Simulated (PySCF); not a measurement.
## Cost of excited-state runs on `C=C=C(C)C(=C)C#N`, C$_{7}$H$_{7}$N

Molfile (atoms numbered from 1):
```
C7H7N
     RDKit          3D

 15 14  0  0  0  0  0  0  0  0999 V2000
    2.3318   -0.3417    1.2601 C   0  0  0  0  0  0  0  0  0  0  0  0
    1.2012   -0.3479    0.6375 C   0  0  0  0  0  0  0  0  0  0  0  0
    0.0544   -0.3570    0.0025 C   0  0  0  0  0  0  0  0  0  0  0  0
   -0.5873   -1.6388   -0.4513 C   0  0  0  0  0  0  0  0  0  0  0  0
   -0.6299    0.9088   -0.2794 C   0  0  0  0  0  0  0  0  0  0  0  0
   -1.7841    1.0363   -0.9456 C   0  0  0  0  0  0  0  0  0  0  0  0
    0.0112    2.0759    0.2158 C   0  0  0  0  0  0  0  0  0  0  0  0
    0.5205    3.0215    0.6148 N   0  0  0  0  0  0  0  0  0  0  0  0
    2.3899   -0.3921    2.3364 H   0  0  0  0  0  0  0  0  0  0  0  0
    3.2715   -0.2739    0.7342 H   0  0  0  0  0  0  0  0  0  0  0  0
   -0.6907   -1.6453   -1.5360 H   0  0  0  0  0  0  0  0  0  0  0  0
   -1.5769   -1.7435   -0.0075 H   0  0  0  0  0  0  0  0  0  0  0  0
    0.0218   -2.4879   -0.1523 H   0  0  0  0  0  0  0  0  0  0  0  0
   -2.3127    0.1884   -1.3433 H   0  0  0  0  0  0  0  0  0  0  0  0
   -2.2250    2.0051   -1.1078 H   0  0  0  0  0  0  0  0  0  0  0  0
  1  2  2  0
  2  3  2  0
  3  4  1  0
  3  5  1  0
  5  6  2  0
  5  7  1  0
  7  8  3  0
  1  9  1  0
  1 10  1  0
  4 11  1  0
  4 12  1  0
  4 13  1  0
  6 14  1  0
  6 15  1  0
M  END
```

PySCF with density fitting, on 1 thread of an Arm Neoverse N1, shared host. Command: `OMP_NUM_THREADS=1 python excited_run.py task.json out`

Problem. How long does each of these runs take, and how much memory?
- magnetisability and related constants, B3LYP/ANO-RCC-VDZP; guess huckel
- magnetisability and related constants, CAM-B3LYP/pcSseg-1; isotopologues; writes grids

Solution. 
```csv
run,level,basis functions,wall time,peak memory (GiB)
magnetisability and related constants,B3LYP/ANO-RCC-VDZP,147,88 s,0.77
magnetisability and related constants,CAM-B3LYP/pcSseg-1,171,73 s,0.85
```
Times from a shared host are rough.
